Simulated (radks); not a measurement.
Values are calculated unless marked as measured or tabulated.
Valence configurations of Cu II (all share [Ar]). Code: a radial shooting solver on a logarithmic mesh with Libxc functionals. Model: non-relativistic Kohn-Sham, PBE, spin-unpolarised, spherical densities, point nucleus. Energies are relative to 3d10; eigenvalues in eV.

valence          E (eV)    e(3d)    e(4p)    e(4s)
3d10              0.000  -13.752        -        -
3d9 4s1           3.901  -19.151        -  -13.337
3d9.5 4p0.5       4.197  -17.137   -7.526        -
3d9 4p1           9.661  -20.784   -8.497        -
3d8 4p2          24.916  -28.736  -10.356        -
3d7 4s2 4p1      32.177  -34.641  -10.846  -17.978
3d7 4s0.5 4p2.5  43.025  -36.753  -11.804  -19.131
3d7 4p3          46.704  -37.425  -12.101        -
3d6 4s2 4p2      59.786  -44.191  -12.659  -20.553
3d6 4s1.5 4p2.5  63.747  -44.848  -12.950  -20.902

NIST lists [Ar] 3d10 as the ground configuration; this level of theory agrees among the configurations tried. The energies are those of spherical spin-averaged densities, not of single terms.
